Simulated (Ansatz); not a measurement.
Consider the ligand exchange at a B–O bond: `BO[SiH2]C` + `CN[SiH2]N` → `BN[SiH2]NC` + `C[SiH2]O`.

Isolated molecules relaxed with PBE0-D4/def2-TZVP in Ansatz; ΔE leaves out vibrations. CCSD(T)/CBS adds triple-zeta CCSD(T) − MP2 to the extrapolated MP2 energy (def2 sets, frozen cores). This one scheme is used for every species. Each species was taken in one conformer, which may not be the lowest.

`BO[SiH2]C`:

Z-matrix (Å, degrees):
```
Si
O 1 1.663
C 1 1.855 2 108.8
H 1 1.485 2 106.8 3 120.0
H 1 1.488 2 109.0 3 -121.7
B 2 1.345 1 132.5 3 120.3
H 3 1.092 1 111.0 2 -62.7
H 3 1.093 1 110.3 2 177.5
H 3 1.092 1 110.8 2 57.8
H 6 1.205 2 120.2 1 0.2
H 6 1.200 2 118.1 1 -179.7
```

`CN[SiH2]N`:

```xyz
12

C    -0.076    0.984   -1.662
N    -0.451    0.048   -0.628
Si    0.198    0.003    0.953
N     0.048   -1.595    1.548
H    -0.063    0.506   -2.646
H     0.934    1.352   -1.467
H    -0.736    1.859   -1.721
H    -1.345   -0.393   -0.779
H    -0.481    0.825    2.000
H     1.578    0.547    0.781
H    -0.101   -1.761    2.528
H     0.495   -2.374    1.094
```

`BN[SiH2]NC`:

Cartesian coordinates in Å:
```
B 2.270 0.716 -0.608
N 1.178 -0.043 -1.041
Si 0.184 -1.104 -0.066
N -1.415 -0.574 0.186
C -1.784 0.622 0.910
H 2.605 0.650 0.541
H 2.853 1.420 -1.384
H 0.922 0.050 -2.015
H 0.914 -1.189 1.221
H 0.055 -2.412 -0.758
H -2.159 -0.982 -0.355
H -0.966 0.916 1.573
H -1.994 1.476 0.255
H -2.662 0.452 1.541
```

`C[SiH2]O`:

```xyz
9

C     0.862   -0.574    0.551
Si   -0.747    0.081   -0.122
O    -0.600    1.598   -0.758
H     0.711   -1.559    1.003
H     1.266    0.093    1.316
H     1.611   -0.683   -0.238
H    -1.749    0.217    0.964
H    -1.262   -0.868   -1.152
H    -0.091    1.695   -1.563
```

Is it downhill or uphill in electronic energy at CCSD(T)/CBS, and by how much? (Estimate.)

The calculation gave: Nearly level: ΔE = 0.0 kJ/mol.

What do these levels give: HF/def2-TZVPP, SCS-MP2/def2-TZVPP, CCSD/def2-TZVPP, HF/def2-QZVPP, SCS-MP2/def2-QZVPP, HF/CBS(def2)? (Estimate.)

Ansatz gave: HF/def2-TZVPP 12.0, SCS-MP2/def2-TZVPP 1.2, CCSD/def2-TZVPP 1.2, HF/def2-QZVPP 13.2, SCS-MP2/def2-QZVPP 1.9, HF/CBS(def2) 13.3 kJ/mol.

Largest T1 diagnostic among the species: 0.012.

In def2-TZVPP, CCSD(T) changes the Hartree–Fock value by −12.8 kJ/mol (the triples alone add −2.0 kJ/mol) and MP2 by −13.6 kJ/mol.
